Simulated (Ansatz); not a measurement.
```xyz
2

C     0.0000    0.0000   -0.1615
H     0.0000    0.0000    0.9688
```

Basis set: 6-31G* (spherical functions). Frozen core: 1 orbital. Charge 0, multiplicity 2.

Computed with Ansatz (development build ahead of 0.2.0); each method stands on the lowest determinant of its kind that the runs found.

(1) Give the atomization energy at this shape (free ground-state atoms in the same class of orbitals less the molecule, no zero-point energy) of doublet CH by UHF-MP2, UHF.

Answers

(1)

```csv
method,atomization energy
UHF-MP2,65.23 kcal/mol
UHF,55.56 kcal/mol
```

Caution: the unrestricted determinant is spin contaminated.
